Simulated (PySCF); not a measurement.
# Bond curve of TlSn

Set-up: PySCF, scalar-relativistic core potentials, basis sets Tl def2-SVP with ECP60, Sn def2-SVP with ECP28. Energies in eV from Tl + Sn in their ground configurations at the same level. State: ⁴Σ⁻ (quartet), unpaired electrons σ ↑, π ↑↑.

```json
{"R (Å)": "2.510", "PBE0": "-1.366", "UHF-CCSD(T)": "", "HSE06": "-1.385"}
{"R (Å)": "2.626", "PBE0": "-1.699", "UHF-CCSD(T)": "-1.412", "HSE06": "-1.723"}
{"R (Å)": "2.743", "PBE0": "-1.875", "UHF-CCSD(T)": "-1.614", "HSE06": "-1.902"}
{"R (Å)": "2.830", "PBE0": "-1.934", "UHF-CCSD(T)": "-1.689", "HSE06": "-1.964"}
{"R (Å)": "2.918", "PBE0": "-1.949", "UHF-CCSD(T)": "-1.716", "HSE06": "-1.981"}
{"R (Å)": "3.006", "PBE0": "-1.932", "UHF-CCSD(T)": "-1.707", "HSE06": "-1.966"}
{"R (Å)": "3.122", "PBE0": "-1.874", "UHF-CCSD(T)": "-1.655", "HSE06": "-1.909"}
{"R (Å)": "3.268", "PBE0": "-1.762", "UHF-CCSD(T)": "-1.548", "HSE06": "-1.800"}
{"R (Å)": "3.443", "PBE0": "-1.599", "UHF-CCSD(T)": "-1.384", "HSE06": "-1.639"}
{"R (Å)": "3.677", "PBE0": "-1.361", "UHF-CCSD(T)": "", "HSE06": "-1.405"}
```

Problem. Put a parabola through the three lowest points of the PBE0 curve and estimate Re, k and ωe (reduced mass 75.65 u; 1 eV/Å² = 0.16022 mdyn/Å; ωe = 1302.8·√(k/μ) cm⁻¹).

Solution. Through R = 2.83, 2.918, 3.006 Å the second-order coefficient is 2.07 eV/Å², so Re ≈ 2.915 Å, k ≈ 0.662 mdyn/Å and ωe ≈ 122 cm⁻¹. A polynomial fit of higher order to the unrounded PBE0 energies gives Re = 2.911 Å, k = 0.691 mdyn/Å, ωe = 124 cm⁻¹; anharmonicity and rounding make the difference.

The higher-order fit for each curve: PBE0: Re = 2.911 Å, ωe = 124 cm⁻¹, De = 1.95 eV; UHF-CCSD(T): Re = 2.936 Å, ωe = 125 cm⁻¹, De = 1.72 eV; HSE06: Re = 2.916 Å, ωe = 124 cm⁻¹, De = 1.98 eV.

Correlated steps freeze 8 core orbitals. Correlated levels converge slowly with the basis: in double zeta they bind strong bonds too weakly, by up to about 1 eV, and carry superposition errors of some tenths. Spin–orbit coupling is left out, which matters for elements this heavy, above all for dissociation energies. The state is the lowest determinant that a PBE0 search found; another state may lie lower at other levels.
